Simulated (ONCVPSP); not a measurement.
# chlorine (Cl), ONCV: configuration errors across variants

ONCVPSP 4.0.1 input, shortened (lines: element, Z, core and valence counts, functional; n l f; lmax; l rc ep ncon nbas qcut; lloc lpopt rc5 dvloc0; l nproj debl; icmod fcfact rcfact), BLYP, scalar-relativistic:

```
  Cl 17.00    3    2  -106131      upf
    1    0    2.00
    2    0    2.00
    2    1    6.00
    3    0    2.00
    3    1    3.50
    2
    0    1.05    0.00    3    6    6.60
    1    1.05    0.00    5    9    6.80
    2    1.10    0.09    4    8    8.20
    0    5    1.05    0.00
    0    0    2.40
    1    2    3.50
    2    2    0.70
    3    5.50    1.75
```

All-electron excitation energies from the reference (eV): (1) 3s2 3p5 -24.846; (2) 3s2 3p4 -11.115; (3) 3s2 3p3 14.182; (4) 3s1 3p6 -12.702.

2 further variants failed, have other tests or another functional or relativity, and are left out.

A true bound ghost makes a file unfit for plane-wave use even where its test errors are small: the radial tests pick states by their node count and pass the ghost by.

Errors AE − PS in meV (a dash: test not solved or not reliable):

```csv
change,(1),(2),(3),(4),bound ghosts,GHOST(+) flags above zero
base,-21,-3.0,-4.6,-20,p,none
s: qcut 8.3,-20,-2.8,-4.6,-19,p,none
"core correction Teter function, fcfact 5.5, rcfact 1.66",-12,-1.7,-2.8,-12,p,none
"core correction Teter function, fcfact 6.7, rcfact 1.75",-25,-3.8,-5.7,-25,p,none
"s: nproj 1; local potential polynomial inside 0.80 bohr (lpopt 1, dvloc0 3 Ha)",-15,-1.9,-4.2,-17,p,"s, d"
```

Task: Give the same row for: core correction none.

Result: +6.8, +1.5, +1.9, +16; bound ghosts: p; GHOST(+) flags above zero: none.
